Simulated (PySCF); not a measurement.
C2H6ClFSi, SMILES F[C@@H](Cl)C[SiH3]. Atoms are numbered in the order given.

```xyz
11

F     -1.1127    -1.3795     0.3633
C     -0.9768    -0.2678    -0.4227
Cl    -1.1136     1.2120     0.6238
C      0.3534    -0.2923    -1.1470
Si     1.9093    -0.2329    -0.0322
H     -1.8504    -0.2196    -1.1062
H      0.3988     0.5573    -1.8591
H      0.3877    -1.2235    -1.7532
H      1.7645    -1.1547     1.1429
H      3.0706    -0.6908    -0.8730
H      2.1842     1.1637     0.4425
```
Charge 0, spin multiplicity 1.

The structure is a stationary point at PBE-D3(BJ)/def2-SVP. The structure was generated by enumeration; whether it is a known compound was not checked. The values are those of a single conformer.

Computed with PBE0/def2-TZVP run with PySCF.

Gas-phase values at a fixed geometry.

```json
{
 "total_energy": "-928.98110 hartree",
 "highest_occupied_level": "-8.77 eV",
 "lowest_empty_level": "0.26 eV",
 "orbital_gap": "9.04 eV",
 "dipole_moment": "2.22 D",
 "quadrupole, principal values (traceless, Buckingham form, about the centre of nuclear charge)": "-2.95, -1.92, 4.87 D·Å",
 "mean_static_polarisability": "64.7 bohr³ (9.58 Å³)",
 "polarisability_principal_values": "56.5, 65.1, 72.5 bohr³"
}
```
